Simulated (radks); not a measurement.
Polarisability of neutral carbon, [He] 2s2 2p2, at imaginary frequency. Calculated with a radial shooting solver on a logarithmic mesh with Libxc functionals: scalar-relativistic Kohn-Sham, exchange-only LDA, spin-polarised, spherical densities, finite nucleus; open shells are filled with parallel spins first; Fermi nuclear charge, rms radius 2.4702 fm. Response by self-consistent Sternheimer equations with the Hartree and adiabatic exchange-only LDA kernel, the relativistic mass of each level held fixed and spin-orbit coupling left out.

w (hartree)  alpha1(iw) (bohr^3)
0.00266                    14.87
0.0143                     14.84
0.0360                     14.68
0.0697                     14.18
0.118                      13.12
0.186                      11.38
0.280                      9.105
0.413                      6.670
0.605                      4.455
0.892                      2.703
1.35                       1.473
2.12                      0.7031
3.59                      0.2806
6.94                     0.08587
17.5                     0.01620

Static values: alpha1 = 14.87 bohr^3 (2.204 angstrom^3; uncoupled 19.54). C6 = 61.78, triple-dipole C9 = 654.2 atomic units. One-pole (London) frequency 4 C6 / (3 alpha1^2) = 0.373 hartree, against 0.196 for minus the highest occupied eigenvalue. Recommended static value: 11.3 bohr^3 (Schwerdtfeger and Nagle, 2023 table).
